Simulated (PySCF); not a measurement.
**Level sweep**

Species: CH5AsGeN2.
SMILES: `N#[C][Ge@H]([NH2])[AsH2]`

PySCF, dipoles from the SCF density, polarisabilities from static response with core orbitals frozen. Isolated species at its PBE0-D3(BJ)/def2-SVP geometry (one conformer only). Relativistic effects, spin–orbit coupling among them, are left out although an element past zinc is present.

**Question.** How do dipole and polarisability depend on functional and basis here?

**Answer.** 

```csv
level,μ (D),α (au),anisotropy (au)
LDA/def2-SVPD,4.178,91.45,27.95
PBE/def2-SVPD,4.117,90.35,27.84
B3LYP/def2-SVPD,4.251,88.02,26.44
PBE0/def2-SVPD,4.152,87.11,26.08
BHandHLYP/def2-SVPD,4.291,84.92,24.84
CAM-B3LYP/def2-SVPD,4.250,86.41,25.17
wB97X-D/def2-SVPD,4.192,86.84,25.47
LC-wPBE/def2-SVPD,4.136,84.30,24.11
HF/def2-SVPD,4.281,82.06,23.11
PBE0/6-31G*,3.941,73.22,28.28
PBE0/def2-SVP,3.932,74.61,24.22
PBE0/aug-cc-pVDZ,4.145,89.04,26.32
PBE0/def2-TZVP,4.169,83.44,26.13
PBE0/def2-TZVPD,4.149,88.79,26.26
```

The anisotropy is √(½[(α1 − α2)² + (α2 − α3)² + (α3 − α1)²]). The dipole runs from 3.93 D (PBE0/def2-SVP) to 4.29 D (BHandHLYP/def2-SVPD). No reference polarisability is at hand; against PBE0 in the largest diffuse basis at hand (def2-TZVPD) the other PBE0 rows deviate by 6-31G* -18%, def2-SVP -16%, def2-SVPD -2%, aug-cc-pVDZ 0%, def2-TZVP -6%. In one basis (def2-SVPD) the functionals order the polarisability from HF (lowest) to LDA (highest), a spread of 11%. With PBE0 the polarisability is 77.09 au without diffuse functions (mean of 6-31G*, def2-SVP and def2-TZVP) and 88.31 au with them (mean of def2-SVPD, aug-cc-pVDZ and def2-TZVPD).
